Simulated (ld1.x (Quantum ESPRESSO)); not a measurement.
# What one change does to a pseudopotential (Se, PAW)

ld1.x (Quantum ESPRESSO) 7.5 input, shortened:

```
&input
   title='Se', zed=34., rel=1, dft='REVPBE', iswitch=3,
   config='[Ar] 3d10 4s2 4p4 4d-2'
 /
 &inputp
   pseudotype=3, lpaw=.true., tm=.true., lloc=-1, rcloc=1.35,
   nlcc=.true., new_core_ps=.true., rcore=1.25,
   which_augfun='PSQ', rmatch_augfun_nc=.true.
 /
5
4S  1  0   2.00   0.00  1.55  1.65  0.0
4S  1  0   0.00  -0.65  1.55  1.65  0.0
4P  2  1   4.00   0.00  1.25  1.55  0.0
4P  2  1   0.00   2.35  1.25  1.55  0.0
4D  3  2  -2.00  -0.10  1.20  1.60  0.0
 &test
   configts(1)='4s2 4p4'
 /
```

Change: waves 4p (bound): rcut 1.24, rcutus 1.32 bohr; 4p channel at 2.35 Ry: rcut 1.24, rcutus 1.32 bohr.

Cutoffs: the cutoffs (Ry, on a coarse ladder) from which the occupation-weighted sum of valence levels, in a spherical-Bessel basis at the reference potential, stays within 10 and 1 mRy of its value at 400 Ry; they do not see the model core or the augmentation charge, which bear on the density cutoff. Errors are all-electron minus pseudo energies relative to the spin-unpolarised reference configuration.

What does the change do?

The potential gets harder (12 Ry and 30 Ry → 15 Ry and 40 Ry); a bound ghost appears in p, which as a rule spoils a file; the errors of the 7 common tests hardly move. A smaller radius makes the pseudo-wave follow the all-electron one further in, where it bends more sharply, so more plane waves are needed.

| quantity | base | changed |
| --- | --- | --- |
| cutoff, loose | 12 Ry | 15 Ry |
| cutoff, tight | 30 Ry | 40 Ry |
| bound ghosts | none | p |
| error for 4s2 4p3, meV [ΔE 10.81 eV] | -4.3 | -4.5 |
| error for 4s2 4p2, meV [ΔE 31.11 eV] | -26 | -27 |
| error for 4s2 4p1, meV [ΔE 61.90 eV] | -97 | -99 |
| error for 4s2 4p4.3, meV [ΔE -1.58 eV] | +0.2 | +0.2 |
| error for 4s2 4p3.5, meV [ΔE 4.29 eV] | -1.1 | -1.1 |
| error for 4s1 4p4, meV [ΔE 22.32 eV] | -18 | -20 |
| error for 4s2 4p0, meV [ΔE 103.97 eV] | -275 | -272 |
| s: phases at 1.81 bohr within 0.05 rad from the reference energy up to (Ry; the scan ends near 5) | to the end of the scan | to the end of the scan |
| p: phases at 1.81 bohr within 0.05 rad from the reference energy up to (Ry; the scan ends near 5) | to the end of the scan | to the end of the scan |
| d: phases at 1.81 bohr within 0.05 rad from the reference energy up to (Ry; the scan ends near 5) | 1.0 | 1.0 |
| lowest overlap eigenvalue by channel | s 0.36, p 0.58, d 1.00 | s 0.36, p 0.69, d 1.00 |

 A true bound ghost makes a file unfit for plane-wave use even where its test errors are small: the radial tests pick states by their node count and pass the ghost by.
